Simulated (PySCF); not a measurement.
C4H5NSi, SMILES C#C[SiH](N)C#C.

Coordinates come from a PBE0-D3(BJ)/def2-SVP optimisation. This is a generated structure with no PubChem entry under its InChIKey; it may be hypothetical. One conformer was computed; it need not be the lowest.

Calculation: TDDFT-B3LYP/def2-SVPD run with PySCF.

Vertical excitations. Gas-phase values at a fixed geometry.

Task: List the lowest excited states. (Estimate from the structure and the level; the computed values follow.)

Result: 
```csv
state,energy (eV),λ (nm),f,main pairs
S1,5.58,222,0.023,"HOMO→LUMO 73 %, HOMO−1→LUMO 13 %"
S2,5.75,216,0.012,"HOMO−1→LUMO 63 %, HOMO→LUMO 15 %"
S3,5.85,212,0.001,"HOMO→LUMO+1 59 %, HOMO−2→LUMO 11 %, HOMO−1→LUMO 9 %"
S4,5.89,210,0.005,"HOMO−2→LUMO 51 %, HOMO→LUMO+1 10 %, HOMO−4→LUMO 9 %"
S5,6.08,204,0.010,"HOMO−3→LUMO 45 %, HOMO−1→LUMO+1 23 %"
S6,6.16,201,0.003,"HOMO−4→LUMO 35 %, HOMO→LUMO+2 13 %, HOMO−4→LUMO+1 13 %, HOMO−1→LUMO+2 9 %"
S7,6.21,200,0.001,"HOMO−2→LUMO+1 32 %, HOMO−3→LUMO+1 25 %, HOMO−4→LUMO 12 %, HOMO−3→LUMO+2 7 %"
S8,6.43,193,0.002,"HOMO−3→LUMO+1 34 %, HOMO→LUMO+1 17 %, HOMO−4→LUMO+1 15 %, HOMO−2→LUMO+1 12 %"
S9,6.78,183,0.014,"HOMO→LUMO+2 61 %, HOMO−4→LUMO 11 %"
S10,6.95,178,0.061,"HOMO−1→LUMO+1 24 %, HOMO−2→LUMO+2 15 %, HOMO−3→LUMO 13 %, HOMO−1→LUMO+2 12 %"
T1,4.77,260,0,"HOMO→LUMO 33 %, HOMO−1→LUMO+1 18 %, HOMO−3→LUMO 15 %, HOMO−4→LUMO+4 8 %"
T2,4.91,252,0,"HOMO−2→LUMO 19 %, HOMO−2→LUMO+1 17 %, HOMO−4→LUMO 9 %, HOMO−3→LUMO+4 9 %"
T3,5.17,240,0,"HOMO−1→LUMO+1 36 %, HOMO→LUMO 25 %, HOMO−2→LUMO+2 8 %, HOMO−1→LUMO 7 %"
T4,5.20,238,0,"HOMO−1→LUMO 35 %, HOMO→LUMO+1 17 %, HOMO−3→LUMO 10 %, HOMO−3→LUMO+1 6 %"
```
Triplets are in the Tamm–Dancoff approximation, which puts them higher than full response would, so one can lie above its singlet here.
